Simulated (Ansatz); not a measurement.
Energy profile

The step: GeNH₅ ([NH2][GeH3]) + H₂O → GeH₄O ([OH][GeH3]) + NH₃; bonds formed: Ge1–O7, N2–H6; bonds broken: Ge1–N2, H6–O7 (atoms numbered as in the saddle structure below).

```
10
angstrom
Ge -0.6617 -0.6054 -0.3447
N 1.2070 0.0579 -0.0512
H -0.2165 -1.6666 -1.4304
H -1.2078 -1.4771 0.7903
H -1.5861 0.3084 -1.1702
H 0.6749 0.8219 0.6260
O -0.5848 0.9869 1.1220
H 1.8209 -0.6002 0.4124
H 1.6624 0.4076 -0.8842
H -1.1081 1.7664 0.9300
```

Electronic energies by CCSD(T) at an estimated basis limit (MP2 extrapolated from triple and quadruple zeta, plus CCSD(T) − MP2 in triple zeta), on PBE0-D4/def2-TZVP structures; GeNH$_{7}$O, singlet; no counterpoise correction. Ansatz 0.2.0; basis: def2-TZVPP and def2-QZVPP; cores frozen in the correlated methods. Filled d shells of the heavier atoms are correlated. The def2 sets are not built for correlating such inner shells, so the correlated values are less sure here. Extrapolation: Hartree–Fock as exp(−7.88 √X), correlation as X^−2.97.

Q: Give the profile in kcal/mol, counted from the separated reactants. (Judge from chemistry; the value comes from the calculation.)

A: By the calculation:
```
                                                                                                                point  kcal/mol
separated: GeNH$_{5}$ (linked as [NH2][GeH3]; Ge1, N2, H3, H4, H5, H8, H9; singlet) + H$_{2}$O (H6, O7, H10; singlet)      0.00
                                                                                                      start structure     -6.21
                                                                                                               saddle     22.46
                                                                                                        end structure     -8.86
 separated: GeH$_{4}$O (linked as [OH][GeH3]; Ge1, H3, H4, H5, O7, H10; singlet) + NH$_{3}$ (N2, H6, H8, H9; singlet)     -4.87
```

The T1 diagnostic stays at or below 0.012.

The step is the kind of ligand exchange by which a precursor binds to a hydroxyl group, or is hydrolysed, in atomic layer deposition of oxides.

For scale, one of the runs: CCSD(T)/def2-TZVPP, 208 basis functions, launched by `ansatz run in.yaml --threads 4 --pin off --events-out ev --progress --plain --max-ram 9574MiB`. Hardware: 4 CPU threads of an Arm Neoverse V1, shared host. Wall time 74 s; peak host memory 2.9 GiB.
